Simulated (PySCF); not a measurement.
**Simulated absorption spectrum**

C4H9FN2Si.
Structure used (GFN2-xTB), in Å, numbered top down from 1:
```
atom  x, y, z in Å
N1    -2.2460    1.4905   -0.2954
C2    -2.2186    0.2499   -0.4655
C3    -1.0178   -0.5908   -0.7890
C4    -0.4229   -1.2587    0.4698
Si5    1.2561   -0.4799   -0.0094
C6     2.0795    0.8540    1.0869
F7     3.1293    0.2921    1.7853
N8     0.1527    0.2074   -1.1358
H9    -1.3334    1.9335   -0.4230
H10   -3.1488   -0.2955   -0.3328
H11   -1.2723   -1.3264   -1.5611
H12   -0.4853   -2.3407    0.4503
H13   -0.8915   -0.9023    1.3832
H14    2.2792   -1.4294   -0.4572
H15    2.5100    1.6601    0.4885
H16    1.4118    1.2934    1.8313
H17    0.2108    0.6547   -2.0361
```

Computed with TDDFT CAM-B3LYP/def2-SVPD, vertical, gas phase, core orbitals frozen in the response in PySCF 2.14.0, density-fitted response routines.

Each state is given a Gaussian of 0.3 eV full width at half maximum, with ε(max) = 2.175×10⁸ f / Δν̃ (Δν̃ the width in cm⁻¹). The cross-section is σ = 3.8235×10⁻²¹ ε cm², given in Mb (10⁻¹⁸ cm²). The width is an assumption, not a result. The curve ends short of the highest state used, and states not computed would add to its high-energy end.

| λ (nm) | σ (Mb) |
| --- | --- |
| 176.3 | 18.60 |
| 177.9 | 19.63 |
| 179.4 | 19.89 |
| 180.9 | 18.41 |
| 182.4 | 15.03 |
| 183.9 | 10.79 |
| 185.4 | 7.00 |
| 187.0 | 4.21 |
| 188.5 | 2.66 |
| 190.0 | 1.72 |
| 191.5 | 1.09 |
| 193.0 | 0.64 |
| 194.6 | 0.33 |
| 196.1 | 0.18 |
| 197.6 | 0.15 |
| 199.1 | 0.24 |
| 200.6 | 0.48 |
| 202.2 | 0.94 |
| 203.7 | 1.53 |
| 205.2 | 2.21 |
| 206.7 | 2.80 |
| 208.2 | 3.16 |
| 209.8 | 3.16 |
| 211.3 | 2.83 |
| 212.8 | 2.28 |
| 214.3 | 1.66 |
| 215.8 | 1.10 |
| 217.4 | 0.64 |
| 218.9 | 0.35 |
| 220.4 | 0.18 |
| 221.9 | 0.09 |
| 223.4 | 0.06 |
| 224.9 | 0.07 |
| 226.5 | 0.11 |
| 228.0 | 0.18 |
| 229.5 | 0.27 |
| 231.0 | 0.38 |
| 232.5 | 0.51 |
| 234.1 | 0.63 |
| 235.6 | 0.71 |
| 237.1 | 0.74 |
| 238.6 | 0.73 |
| 240.1 | 0.68 |
| 241.7 | 0.58 |
| 243.2 | 0.47 |
| 244.7 | 0.36 |
| 246.2 | 0.26 |
| 247.7 | 0.18 |
| 249.3 | 0.11 |
| 250.8 | 0.07 |
| 252.3 | 0.04 |
| 253.8 | 0.02 |
| 255.3 | 0.01 |
| 256.9 | 0.01 |
| 258.4 | 0.00 |
| 259.9 | 0.00 |

**Question.** Where are the band maxima, and which computed states make them?

**Answer.** 238 nm (5.22 eV), ε about 200, made up of S1 (100%); 209 nm (5.93 eV), ε about 840, made up of S2 (100%); 179 nm (6.93 eV), ε about 5200, made up of S4 (75%) and S5 (21%) (ε in L mol⁻¹ cm⁻¹; maxima over ε = 5, shares over 10%). The states used: S1 5.22 eV (f 0.0022); S2 5.93 eV (f 0.0093); S3 6.60 eV (f 0.0045); S4 6.87 eV (f 0.048); S5 7.08 eV (f 0.024); S6 7.20 eV (f 0.014); S7 7.24 eV (f 0.012); S8 7.63 eV (f 0.031).

**Question.** Coming from long wavelengths, where does ε first pass 100 L mol⁻¹ cm⁻¹?

**Answer.** At about 244 nm (5.07 eV), 0.15 eV below S1.

**Question.** On this curve, what absorbance would a 10⁻⁴ mol/L sample give at 254 nm over a 1 cm path?

**Answer.** 254 nm is 4.881 eV, where ε is about 5.6 L mol⁻¹ cm⁻¹, so A = ε c l ≈ 0.00056 (Beer–Lambert, with the gas-phase spectrum and the assumed width).

**Question.** What would ε be at 6.93 eV, the highest of these maxima, with half the width (0.15 eV)?

**Answer.** About 6020 L mol⁻¹ cm⁻¹ against 5220, a factor of about 1.2; a lone state at its own centre would give exactly 2.

Hardware: one thread of an Intel Xeon at 2.50 GHz, shared host with 64 logical CPUs at a one-minute load of 59. Cost: 2.6 min (with the writing of density and orbital grids), 1.1 GiB resident at most.

One conformer stands for the species.
